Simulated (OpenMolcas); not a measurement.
**Fe I: effect of the active space**

- Program: OpenMolcas
- Method: CASSCF
- Basis: ANO-R3
- Scalar Hamiltonian: X2C, finite nucleus
- Spin-orbit coupling: state interaction with AMFI integrals over the reference wave functions, term energies averaged over their components

A. 6 electrons in 5 orbitals (3d); 2S+1 = 5 even, 5 roots; 2S+1 = 3 even, 45 roots; 2S+1 = 1 even, 50 roots (35 in the spin-orbit step); cost about 16 core-seconds
B. 8 electrons in 6 orbitals (3d 4s); 2S+1 = 5 even, 15 roots; 2S+1 = 3 even, 73 roots; 2S+1 = 1 even, 56 roots; cost about 60 core-seconds

Energies in cm-1 above 3d6 4s2 5D4, the measured ground level; measured values from NIST Handbook of Basic Atomic Spectroscopic Data.

| Level | A | B | Measured |
| --- | --- | --- | --- |
| 3d6 4s2 5D4 | 0.0 | 0.0 | 0.0 |
| 3d6 4s2 5D3 | 425 | 389 | 416 |
| 3d6 4s2 5D2 | 727 | 665 | 704 |
| 3d6 4s2 5D1 | 923 | 843 | 888 |
| 3d6 4s2 5D0 | 1019 | 931 | 978 |
| 3d6 4s2 3H6 | 21903 | 16994 | 19390 |
| 3d6 4s2 3H5 | 22127 | 17205 | 19621 |
| 3d6 4s2 3H4 | 22299 | 17365 | 19788 |
| 3d6 4s2 3G5 | 27665 | 22341 |  |
| 3d6 4s2 3G4 | 28059 | 22716 |  |
| 3d6 4s2 3G3 | 28239 | 22892 |  |
| 3d6 4s2 1I6 | 32944 | 27202 | 29313 |
| 3d6 4s2 1G4 | 34724 | 28758 |  |
| 3d6 4s2 3D1 | 35804 | 29994 | 29320 |
| 3d6 4s2 3D2 | 35837 | 30027 | 29357 |
| 3d6 4s2 3D3 | 35951 | 30130 | 29372 |

Deviations, from unrounded energies. A percentage is the sum of absolute deviations over the sum of measured energies, with the sign that they share, or ± where signs differ.

```
                        Against measurement  Levels      A     B
             mean absolute deviation (cm-1)      11   2800  1100
      fine structure of the ground term (%)       4   +3.6  -5.3
other terms of the ground configuration (%)       7  +17.4  ±6.5
```

B lies closest to measurement on these levels. The largest miss of B in the table is 3d6 4s2 3H4, by -2400 cm-1. The ranking rests on the paired levels alone, and a cruder setting can come out closer through cancelling errors.

The spin-orbit steps hold different terms of 3d6 4s2 (B lacks 1F, a 3F, a 3P), which shifts levels as well.

Between A and B the level of the table that moves most is 3d6 4s2 1G4, by 6000 cm-1 (lowest in B, highest in A).

Without dynamic correlation excited terms often stand tens of per cent too high (terms of higher spin than the ground term too low), and those without a measured partner can miss by more than the paired ones. Some high roots are left out of the spin-orbit mixing, which shifts the levels that they would mix with (holds for A). With the s shell closed, the reference lacks s² → p², s² → d² and s → d mixing, so excited terms can stand far too high and out of order, with CASPT2 too (holds for A). No level of 3d8 was computed, though it lies in the active space (holds for B). Computed and measured levels are paired by configuration, term and J; levels that our copy of the source lacks, or whose pairing is in doubt (as where it misses far off the trend of its configuration), stay unpaired and out of the deviations. Levels of configurations outside the active space are missing. Levels that lie high or do not pair safely by name in every column are left out.
